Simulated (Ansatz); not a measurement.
Harmonic frequencies (cm⁻¹) at PBE0-D4/def2-TZVP from Ansatz: 65, 73, 78, 122, 148, 208, 310, 334, 392, 440, 754, 795, 867, 870, 915, 1105, 1148, 1156, 1174, 1186, 1223, 1416, 1464, 1484, 1485, 1499, 1500, 1521, 2257, 3022, 3028, 3077, 3096, 3112, 3126, 3638.

Each molecule was computed in one conformer, which needn't be the lowest.

(1) Which molecule is it?
A. `C[Si](C)(F)S`
B. `[SiH3]O[SiH2]O[SiH3]`
C. `CN[SiH](F)OC`
D. `CO[SiH2]SC`

Answers

(1) C.
